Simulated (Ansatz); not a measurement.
**What each rung costs, and what it gives**

Saddle point of SiH4OF2, singlet (SiH₂F₂ ([F][SiH2][F]) + H₂O → SiH₂OF₂ ([OH][SiH]([F])[F]) + H₂; bonds formed: Si1–O7, H2–H6; bonds broken: Si1–H2, H6–O7), PBE0-D4/def2-TZVP structure:

```xyz
8
angstrom
Si -0.5881 0.1776 -0.0651
H -0.1536 -1.4345 -0.4069
F -0.6719 0.4435 -1.6357
F -0.5376 1.7187 0.4217
H -1.7902 -0.2616 0.6632
H 0.8528 -1.0346 0.0130
O 1.0813 -0.1105 0.5940
H 1.8074 0.5012 0.4158
```

Barriers are electronic and count from the start structure reached by relaxing down the imaginary mode.

Ansatz 0.2.0; basis: as named in each row; cores frozen in the correlated methods. B3LYP uses VWN-RPA correlation. Extrapolation: Hartree–Fock as exp(−7.88 √X), correlation as X^−2.97.

Times are rough, for one single point on 4 threads of a shared host (Arm Neoverse V2).

The estimate by CCSD(T) at an estimated basis limit (MP2 extrapolated from triple and quadruple zeta, plus CCSD(T) − MP2 in triple zeta) is 151.6 kJ/mol.

| method | basis | time (s) | barrier (kJ/mol) | method less estimate |
| --- | --- | --- | --- | --- |
| HF | STO-3G | under 1 | 277.3 | 125.8 |
| PBE-D4 | STO-3G | under 1 | 106.4 | -45.2 |
| SPW92 | def2-SVP | under 1 | 73.8 | -77.8 |
| B3LYP-D4 | 6-31G | under 1 | 163.3 | 11.8 |
| PBE-D4 | def2-SVP | under 1 | 115.4 | -36.1 |
| PBE0-D4 | def2-SVP | under 1 | 130.4 | -21.2 |
| SPW92 | def2-TZVPP | under 1 | 82.4 | -69.2 |
| PBE-D4 | def2-TZVPP | 1 | 121.3 | -30.2 |
| BLYP-D4 | def2-TZVPP | 1 | 141.8 | -9.7 |
| BHLYP-D4 | def2-TZVPP | 2 | 161.1 | 9.5 |
| CCSD(T) | def2-SVP | 2 | 165.7 | 14.1 |
| PBE0-D4 | def2-TZVPP | 2 | 132.6 | -19.0 |
| B3LYP-D4 | def2-TZVPP | 2 | 147.7 | -3.8 |
| CAM-B3LYP-D4 | def2-TZVPP | 2 | 144.9 | -6.7 |
| wB97M-V | def2-SVP | 2 | 135.5 | -16.1 |
| r2SCAN-D4 | def2-TZVPP | 3 | 127.1 | -24.5 |
| B2PLYP | def2-TZVPP | 3 | 150.7 | -0.9 |
| RPA on PBE | def2-TZVPP | 3 | 156.3 | 4.8 |
| r2SCAN0-D4 | def2-TZVPP | 3 | 135.4 | -16.2 |
| PBE-QIDH | def2-TZVPP | 3 | 142.1 | -9.5 |
| wB97X-V | def2-TZVPP | 4 | 145.4 | -6.2 |
| wB97M-V | def2-TZVPP | 5 | 141.4 | -10.1 |
| B97M-V | def2-TZVPP | 5 | 136.4 | -15.2 |
| MP2 | def2-QZVPP | 10 | 148.0 | -3.6 |
| CCSD(T) | def2-TZVPP | 46 | 153.3 | 1.7 |

All methods are single points on the PBE0-D4 structures.

No T1 diagnostic of these runs exceeds 0.012.

Labels in which every atom is bracketed show which atoms are joined, not bond orders.
